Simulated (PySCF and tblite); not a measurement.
The numbers below are computed, except where a source is named.
C₃H₅F₃Si₂, numbered as in [CH:1]#[C:2][SiH2:3][SiH2:4][C:5]([F:6])([F:7])[F:8].

Search: ETKDG and KDG, MMFF94s, GFN2-xTB, 60 starts; geometries at GFN2-xTB. Weights use B3LYP-D3(BJ)/def2-SVP energies plus GFN2-xTB zero-point and thermal terms (modes under about 200 cm⁻¹ blended into free rotors). Symmetry numbers and mirror images are counted. Conformers within 2 kcal/mol (GFN2-xTB free energy) were kept, 3 at most. Codes: tblite and PySCF.

Rotational constants are equilibrium values for the commonest isotopes; dipoles come from the energy level named.

Torsions listed: C2–Si3–Si4–C5. Of a mirror pair one member is shown.

```csv
conformer,shape,symmetry,weight %
1,-68°,C1 (pair),82.2
2,180°,Cs,17.8
```

Sets of constants, in random order:

```
set  A (MHz)  B (MHz)  C (MHz)  abs μa (D)  abs μb (D)  abs μc (D)
  P     3501      617      585        2.66        0.90        0.00
  Q     2167      846      732        1.91        1.20        0.78
```

**Question.** Match each set to its conformer.

**Answer.** P is conformer 2, Q is conformer 1.


Conformer gaps in def2-SVP on xTB geometries can be 2 kcal/mol too large for S=O, P=O and other polar bonds.